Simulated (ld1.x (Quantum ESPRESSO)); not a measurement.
u(r) = r·R(r): atom against pseudo-atom (Zn (Z = 30))

Columns: radius, all-electron u(r) and pseudo u(r) of the 4s shell (level -7.18 eV) of zinc in the configuration [Ar] 3d10 4s1 4p1; PBE, non-relativistic, ultrasoft scheme, ld1.x (Quantum ESPRESSO) 7.5.

| r (bohr) | all-electron | pseudo |
| --- | --- | --- |
| 0.163 | -0.1722 | -0.0560 |
| 0.325 | 0.1038 | -0.1132 |
| 0.488 | 0.2826 | -0.1737 |
| 0.650 | 0.2239 | -0.2373 |
| 0.813 | 0.0538 | -0.3043 |
| 0.975 | -0.1345 | -0.3726 |
| 1.138 | -0.3026 | -0.4407 |
| 1.300 | -0.4357 | -0.5048 |
| 1.463 | -0.5346 | -0.5625 |
| 1.625 | -0.6019 | -0.6099 |
| 1.788 | -0.6435 | -0.6445 |
| 1.950 | -0.6642 | -0.6642 |
| 2.113 | -0.6687 | -0.6687 |
| 2.275 | -0.6608 | -0.6608 |
| 2.438 | -0.6436 | -0.6436 |
| 2.600 | -0.6198 | -0.6198 |
| 2.763 | -0.5912 | -0.5912 |
| 2.925 | -0.5598 | -0.5598 |
| 3.088 | -0.5265 | -0.5265 |
| 3.250 | -0.4926 | -0.4926 |
| 3.413 | -0.4585 | -0.4585 |
| 3.575 | -0.4253 | -0.4253 |
| 3.738 | -0.3928 | -0.3928 |
| 3.900 | -0.3619 | -0.3619 |
| 4.063 | -0.3324 | -0.3324 |
| 4.225 | -0.3046 | -0.3046 |

Task: How many radial nodes do the two functions have?

Result: The all-electron 4s function has n − l − 1 = 3 (the table is too coarse to show those close to the nucleus); the pseudo-wave has 0, since the states of the same l below it are removed with the core.

Task: At about which radius was the pseudo-wave matched?

Result: 1.95 bohr, where the columns begin to agree (steps of 0.16 bohr).

Task: Is the pseudo-wave norm-conserving?

Result: No, it belongs to an ultrasoft set: the norm inside the radius is not constrained, and the difference is carried by the augmentation charge.
